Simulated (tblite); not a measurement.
Input of a run (GFN2-xTB geometry optimisation, gas phase (tblite 0.8.0)), started from a force field or distance geometry:
```
{"job": {"kind": "relax", "xc": "GFN2-xTB", "basis": "xTB"}, "charge": 0, "multiplicity": 1}
C     -2.166900     0.380000    -1.297200
P     -1.397300     0.203500     0.323900
C     -1.967300    -1.353700     1.071600
N     -1.849100     1.388400     1.247900
C      0.380200     0.202200     0.077300
C      1.202000     1.005100     0.732900
C      2.611500     0.773600     0.287100
C      2.514300    -0.647900    -0.209900
C      1.148600    -0.630600    -0.864300
H     -2.204000    -0.612700    -1.751900
H     -1.615700     1.122900    -1.930300
H     -3.207600     0.751200    -1.115500
H     -1.255500    -1.761000     1.793500
H     -2.116800    -2.072500     0.234200
H     -2.949300    -1.193400     1.584800
H     -1.967000     2.334700     0.873600
H      0.911700     1.724700     1.489400
H      2.778400     1.494000    -0.535200
H      3.352800     0.859300     1.120200
H      3.284000    -0.907200    -0.953800
H      2.536400    -1.303500     0.682500
H      1.225100    -0.091000    -1.837300
H      0.746800    -1.639300    -1.013500
```

Output (eV, eV/Å):
```
step      E/eV     max force
  0    -748.95663    3.290
  1    -749.17676    2.222
  2    -749.28766    1.153
  3    -749.37010    0.690
  4    -749.41628    0.355
  5    -749.43319    0.298
  6    -749.44553    0.264
  7    -749.45715    0.279
  8    -749.47061    0.346
  9    -749.48358    0.287
 10    -749.49518    0.259
 11    -749.50639    0.257
 12    -749.51852    0.247
 13    -749.53067    0.326
 14    -749.54236    0.271
 15    -749.55272    0.252
 16    -749.56192    0.232
 17    -749.57013    0.209
 18    -749.57691    0.172
 19    -749.58195    0.135
 20    -749.58538    0.288
 21    -749.58851    0.140
 22    -749.59113    0.123
 23    -749.59425    0.111
 24    -749.59585    0.102
 25    -749.59837    0.097
 26    -749.60012    0.091
 27    -749.60205    0.138
 28    -749.60398    0.154
 29    -749.60606    0.101
 30    -749.60795    0.080
 31    -749.60981    0.102
 32    -749.61188    0.162
 33    -749.61428    0.157
 34    -749.61666    0.087
 35    -749.61867    0.086
 36    -749.62034    0.106
 37    -749.62191    0.116
 38    -749.62345    0.074
 39    -749.62493    0.080
 40    -749.62638    0.090
 41    -749.62775    0.106
 42    -749.62892    0.075
 43    -749.62977    0.050
 44    -749.63046    0.064
 45    -749.63122    0.073
 46    -749.63212    0.066
 47    -749.63307    0.078
 48    -749.63402    0.068
 49    -749.63492    0.085
 50    -749.63570    0.086
 51    -749.63636    0.065
 52    -749.63690    0.055
 53    -749.63743    0.061
 54    -749.63783    0.070
 55    -749.63825    0.044
 56    -749.63847    0.030
 57    -749.63864    0.031
 58    -749.63882    0.034
 59    -749.63902    0.033
 60    -749.63923    0.038
 61    -749.63944    0.032
 62    -749.63967    0.037
 63    -749.63991    0.034
 64    -749.64017    0.035
 65    -749.64042    0.035
 66    -749.64063    0.028
 67    -749.64082    0.031
 68    -749.64102    0.037
 69    -749.64126    0.045
 70    -749.64155    0.040
 71    -749.64188    0.049
 72    -749.64221    0.039
 73    -749.64250    0.034
 74    -749.64275    0.032
 75    -749.64296    0.031
 76    -749.64314    0.038
 77    -749.64329    0.023
 78    -749.64344    0.026
 79    -749.64356    0.020
 80    -749.64364    0.019
 81    -749.64370    0.015
 82    -749.64375    0.017
 83    -749.64380    0.018
 84    -749.64386    0.019
 85    -749.64395    0.018
 86    -749.64404    0.020
 87    -749.64415    0.022
 88    -749.64426    0.021
 89    -749.64439    0.022
 90    -749.64454    0.023
 91    -749.64471    0.022
 92    -749.64486    0.023
 93    -749.64498    0.022
 94    -749.64507    0.021
 95    -749.64514    0.021
 96    -749.64519    0.017
 97    -749.64524    0.012
 98    -749.64529    0.012
 99    -749.64533    0.014
100    -749.64538    0.018
101    -749.64545    0.020
102    -749.64552    0.024
103    -749.64559    0.023
104    -749.64565    0.019
105    -749.64572    0.018
106    -749.64581    0.021
107    -749.64592    0.020
108    -749.64602    0.016
109    -749.64609    0.017
110    -749.64615    0.018
111    -749.64620    0.018
112    -749.64627    0.017
113    -749.64634    0.018
114    -749.64639    0.015
115    -749.64643    0.015
116    -749.64648    0.016
117    -749.64655    0.015
118    -749.64660    0.015
119    -749.64664    0.016
120    -749.64667    0.016
121    -749.64671    0.014
122    -749.64676    0.011
123    -749.64680    0.011
124    -749.64684    0.010
```

Question: Summarise the run.

Answer: The energy falls by 0.690 eV over 124 L-BFGS steps, the largest force on an atom goes from 3.29 to 0.010 eV/Å, and the atoms move by 0.324 Å rms after alignment. The bond that changes most is C1–P2 (ends: sp3 carbon bound to phosphorus; phosphorus bonded to 3 C and N), which lengthens by 0.051 Å. Bonds longer at the end by more than 0.005 Å: 6 of 23; shorter: 14. Among the angles that change most is C1–P2–N4, from 109.4° to 119.3°. Among the dihedrals that turn most is C5–P2–C3–H13, from 36° to 70°. The energy never rose by more than 1e-5 eV on the way. The first step brought 32 % of the lowering.

Question: What are the final bond lengths?

Answer: C1–P2 1.855 Å, P2–C3 1.819 Å, P2=N4 1.556 Å, P2–C5 1.824 Å, C5=C6 1.329 Å, C6–C7 1.497 Å, C7–C8 1.538 Å, C8–C9 1.538 Å, C5–C9 1.506 Å, C1–H10 1.087 Å, C1–H11 1.090 Å, C1–H12 1.090 Å, C3–H13 1.088 Å, C3–H14 1.088 Å, C3–H15 1.088 Å, N4–H16 1.010 Å, C6–H17 1.077 Å, C7–H18 1.094 Å, C7–H19 1.090 Å, C8–H20 1.089 Å, C8–H21 1.091 Å, C9–H22 1.093 Å, C9–H23 1.090 Å. Numbering counts from 1 in the input's order; the species is `CP(C)(=N)C1=CCCC1`.

The run took 1.1 s on Intel Xeon Platinum 8488C, one thread, shared host with 96 logical CPUs at a one-minute load of 35.

Its GFN2-xTB frequencies are all real (lowest 40 cm⁻¹). One conformer, not necessarily the lowest. 3 starts were optimised and ended at 0.00, 0.08 and 0.09 kcal/mol (GFN2-xTB); the lowest of these is shown.

These are computed values.
